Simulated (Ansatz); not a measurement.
Steps of a relaxation of CH$_{6}$ClNSi (`N[SiH2]CCl`) with RKS PBE0-D4/def2-TZVP.

```sh
$ ansatz run in.yaml --threads 2 --pin off --events-out ev --progress --plain --max-ram 4352MiB
```

```yaml
crystal:
  periodic: [false, false, false]
  atoms:
    - {symbol: N, position_ang: [-1.482484, 0.270114, -0.868781]}
    - {symbol: Si, position_ang: [-0.420713, -0.645575, 0.164086]}
    - {symbol: C, position_ang: [1.229885, 0.212148, 0.606765]}
    - {symbol: Cl, position_ang: [2.074627, 0.649168, -0.939087]}
    - {symbol: H, position_ang: [-1.118440, 0.530783, -1.790491]}
    - {symbol: H, position_ang: [-1.975816, 1.067809, -0.458173]}
    - {symbol: H, position_ang: [-0.059650, -1.925210, -0.533362]}
    - {symbol: H, position_ang: [-1.156119, -0.913168, 1.451748]}
    - {symbol: H, position_ang: [1.084386, 1.149073, 1.181737]}
    - {symbol: H, position_ang: [1.907524, -0.446242, 1.188358]}
basis:
  gaussian: {orbitals: def2-TZVP}
hamiltonian: {xc: pbe0, dispersion: d4}
relax: {f_tol: 0.005, max_steps: 150}
```

Positions (Å) and forces (eV/Å) along the path, 9 of 9 steps:

```xyz
10
step=1 energy=-23017.2470 eV
N    -1.482    0.270   -0.869    0.355    0.347    0.085
Si   -0.421   -0.646    0.164   -0.129    0.151   -0.199
C     1.230    0.212    0.607    0.068    0.080    0.180
Cl    2.075    0.649   -0.939   -0.221   -0.123    0.465
H    -1.118    0.531   -1.790   -0.234   -0.173    0.572
H    -1.976    1.068   -0.458    0.301   -0.513   -0.251
H    -0.060   -1.925   -0.533   -0.086    0.282    0.153
H    -1.156   -0.913    1.452    0.176    0.073   -0.279
H     1.084    1.149    1.182    0.095   -0.459   -0.357
H     1.908   -0.446    1.188   -0.325    0.334   -0.369
10
step=2 energy=-23017.2887 eV
N    -1.470    0.270   -0.861    0.255    0.053    0.128
Si   -0.418   -0.646    0.161   -0.105    0.179   -0.119
C     1.216    0.211    0.606    0.071    0.027   -0.067
Cl    2.065    0.642   -0.924   -0.099   -0.052    0.178
H    -1.112    0.529   -1.774   -0.085   -0.064    0.134
H    -1.961    1.056   -0.453    0.052   -0.151   -0.066
H    -0.063   -1.913   -0.531   -0.012    0.065    0.042
H    -1.142   -0.904    1.439    0.034    0.003   -0.063
H     1.077    1.143    1.165    0.002   -0.155   -0.085
H     1.891   -0.439    1.176   -0.113    0.094   -0.082
10
step=3 energy=-23017.2962 eV
N    -1.457    0.275   -0.855    0.104    0.021    0.063
Si   -0.415   -0.637    0.161   -0.044    0.015   -0.055
C     1.214    0.209    0.601    0.028    0.012   -0.086
Cl    2.066    0.637   -0.919   -0.031   -0.016    0.048
H    -1.115    0.525   -1.771   -0.032   -0.010   -0.020
H    -1.963    1.048   -0.451   -0.037   -0.011   -0.013
H    -0.059   -1.900   -0.527    0.003   -0.028   -0.010
H    -1.138   -0.901    1.433   -0.004    0.002    0.019
H     1.071    1.135    1.158   -0.001    0.033    0.028
H     1.879   -0.440    1.171    0.014   -0.018    0.026
10
step=4 energy=-23017.2976 eV
N    -1.444    0.287   -0.851    0.127   -0.106   -0.004
Si   -0.408   -0.628    0.163   -0.053    0.031   -0.070
C     1.228    0.209    0.604   -0.028   -0.033   -0.049
Cl    2.085    0.627   -0.913   -0.012   -0.016    0.033
H    -1.125    0.540   -1.771    0.024   -0.017   -0.085
H    -2.026    1.011   -0.472   -0.111    0.118    0.130
H    -0.068   -1.893   -0.534    0.037    0.001    0.032
H    -1.133   -0.891    1.436    0.004    0.007    0.000
H     1.094    1.136    1.162   -0.012    0.014    0.013
H     1.881   -0.449    1.179    0.025    0.002    0.000
10
step=5 energy=-23017.2992 eV
N    -1.441    0.293   -0.848   -0.025    0.066   -0.031
Si   -0.407   -0.629    0.156   -0.011    0.019    0.028
C     1.226    0.207    0.604   -0.009   -0.020   -0.007
Cl    2.090    0.621   -0.907    0.020    0.008   -0.032
H    -1.139    0.534   -1.779   -0.010   -0.011    0.000
H    -2.025    1.018   -0.462    0.045   -0.062    0.010
H    -0.058   -1.895   -0.532    0.005    0.004    0.001
H    -1.129   -0.887    1.431   -0.011   -0.009    0.006
H     1.087    1.134    1.159   -0.011    0.012    0.013
H     1.880   -0.448    1.182    0.007   -0.008    0.013
10
step=6 energy=-23017.2993 eV
N    -1.437    0.303   -0.844   -0.016   -0.033    0.040
Si   -0.405   -0.624    0.155    0.001   -0.008   -0.029
C     1.229    0.207    0.607    0.005    0.021   -0.004
Cl    2.105    0.615   -0.900   -0.006   -0.005    0.011
H    -1.177    0.505   -1.796    0.011    0.019   -0.013
H    -2.011    1.032   -0.454   -0.004    0.012   -0.010
H    -0.056   -1.884   -0.547    0.001   -0.004    0.005
H    -1.127   -0.897    1.428    0.002    0.009    0.001
H     1.086    1.138    1.158    0.003   -0.007   -0.002
H     1.877   -0.446    1.195    0.002   -0.005    0.003
10
step=7 energy=-23017.2995 eV
N    -1.444    0.293   -0.848    0.026    0.015   -0.048
Si   -0.407   -0.628    0.155   -0.002   -0.001    0.005
C     1.225    0.207    0.604    0.002    0.000   -0.004
Cl    2.095    0.619   -0.907   -0.003   -0.001    0.005
H    -1.150    0.525   -1.784   -0.019   -0.010    0.037
H    -2.010    1.026   -0.454   -0.003   -0.005    0.005
H    -0.056   -1.893   -0.537   -0.001    0.000   -0.001
H    -1.130   -0.892    1.430    0.000    0.000    0.001
H     1.083    1.137    1.157    0.001    0.002   -0.001
H     1.877   -0.445    1.187    0.000    0.000    0.001
10
step=8 energy=-23017.2997 eV
N    -1.440    0.296   -0.849   -0.004    0.003    0.009
Si   -0.406   -0.627    0.155    0.003   -0.001   -0.006
C     1.227    0.207    0.604    0.000    0.000    0.002
Cl    2.099    0.616   -0.906    0.000   -0.001   -0.001
H    -1.153    0.531   -1.785    0.001    0.001   -0.002
H    -2.020    1.017   -0.453    0.000   -0.002   -0.004
H    -0.056   -1.893   -0.535    0.001    0.000    0.001
H    -1.131   -0.889    1.428   -0.002    0.000    0.001
H     1.085    1.137    1.156    0.000   -0.001    0.000
H     1.877   -0.446    1.189    0.000    0.001    0.000
10
step=9 energy=-23017.2997 eV
N    -1.439    0.297   -0.848   -0.001    0.001    0.000
Si   -0.406   -0.627    0.155    0.001    0.000   -0.001
C     1.228    0.207    0.604   -0.002   -0.001    0.000
Cl    2.099    0.613   -0.906    0.001    0.001   -0.001
H    -1.153    0.533   -1.785    0.000    0.000    0.000
H    -2.023    1.015   -0.453    0.000    0.000    0.000
H    -0.054   -1.892   -0.536    0.000    0.000    0.001
H    -1.131   -0.889    1.428   -0.001    0.000    0.001
H     1.086    1.138    1.155    0.001    0.000    0.000
H     1.877   -0.446    1.190    0.000    0.000    0.000
```

Run time 23 s (2 threads of an Intel Xeon 6975P-C on a shared host); peak host memory 0.42 GiB.
